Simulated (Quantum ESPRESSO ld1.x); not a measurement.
All-electron atom: As12+ in [Ar] 3d3 (the NIST ground configuration). All-electron calculation, scalar-relativistic Kohn-Sham, LDA (Slater exchange, Perdew-Zunger correlation), spin-unpolarised, spherical densities, point nucleus. Program: ld1.x of Quantum ESPRESSO 7.5.

Normalised radial functions P(r) = r R(r), r in bohr:

```
   r/bohr * 1s, o 2p (the largest magnitude, 4.16, reaches the edge; | marks zero, & curves that meet)
  0.00238 o           *
 0.003331 o               *
 0.004699 o                    *
 0.006575 |o                         *
   0.0092 |o                                 *
  0.01287 | o                                        *
  0.01802 |  o                                              *
  0.02541 |     o                                                *
  0.03556 |         o                                            *
  0.04976 |              o                                *
  0.06963 |                     o            *
  0.09744 |                   *       o
   0.1374 |       *                      o
   0.1923 | *                        o
   0.2691 *                 o
   0.3766 *       o
    0.527 * o
   0.7375 &
     1.04 &
    1.456 &
```

1s: eigenvalue -12053.6 eV, 0 radial nodes, <r> = 0.0456 bohr, 90 % of the charge inside 0.0815 bohr. 2p: eigenvalue -1662.3 eV, 0 radial nodes, <r> = 0.177 bohr, 90 % of the charge inside 0.289 bohr.
